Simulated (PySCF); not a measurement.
**Electron correlation in Mo⁺ (molybdenum, charge +1)**

[Kr] 4d5, high-spin 6S determinant. All numbers are calculated (PySCF 2.14, the spin-free X2C one-electron Hamiltonian (Gaussian nucleus), in x2c-TZVPPall with one added diffuse shell each of s, p, d, f type (9s7p7d3f1g, 95 functions)). Frozen: [Ar] 3d10; 13 electrons correlated.

MP2 pair energies summed by pair of shells (mhartree):

| pair | energy | share (%) |
| --- | --- | --- |
| 4p-4d | -142.14 | 42.9 |
| 4p-4p | -76.96 | 23.2 |
| 4d-4d | -58.91 | 17.8 |
| 4s-4p | -30.36 | 9.2 |
| 4s-4d | -18.21 | 5.5 |
| 4s-4s | -4.91 | 1.5 |

Total MP2 correlation energy: -331.50 mhartree.

Same-spin part -124.34 and opposite-spin part -207.16 mhartree; SCS-MP2 scales them by 1/3 and 6/5 to -290.04 mhartree.

This basis was not built for core-valence correlation, so the inner-shell part is incomplete.
